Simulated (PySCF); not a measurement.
Correlation energy of Br⁺ (bromine, charge +1)

[Ar] 3d10 4s1 4p4 5s1, high-spin 5P determinant (an excited configuration). Calculation: PySCF 2.14, in aug-cc-pVQZ-DK (8s7p5d3f2g, 93 functions); scalar relativity by spin-free X2C-1e. Frozen: [Ar] 3d10; 6 electrons correlated.

MP2 pair energies summed by pair of shells (mhartree):

```tsv
pair	energy	share (%)
4p-4p	-75.00	69.4
4p-5s	-21.69	20.1
4s-4p	-11.00	10.2
4s-5s	-0.41	0.4
```

Total MP2 correlation energy: -108.09 mhartree.

Same-spin part -31.27 and opposite-spin part -76.82 mhartree; SCS-MP2 scales them by 1/3 and 6/5 to -102.61 mhartree.
